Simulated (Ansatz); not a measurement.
GeMeF3 (CH₃F₃Ge). The state is a singlet with charge 0. Geometry relaxed at PBE0-D4/def2-SVP.

```csv
atom,x (Å),y (Å),z (Å)
Ge1,-0.331,0.176,0.748
C2,0.424,-0.226,-0.959
H3,0.242,0.612,-1.644
H4,-0.043,-1.136,-1.358
H5,1.506,-0.385,-0.850
F6,-0.147,-1.095,1.889
F7,-2.018,0.494,0.686
F8,0.368,1.560,1.490
```

Task: Estimate the harmonic wavenumbers at RKS PBE0-D4/def2-SVP (Ansatz, unscaled). Is this a minimum?

Result: 50, 170, 170, 239, 239, 277, 632, 744, 761, 761, 820, 820, 1267, 1423, 1423, 3085, 3208, 3208 cm⁻¹. Yes, no mode is imaginary beyond noise. Zero-point energy 115.4 kJ/mol. It took 49 s on 4 threads of Arm Neoverse V1 on a shared host.
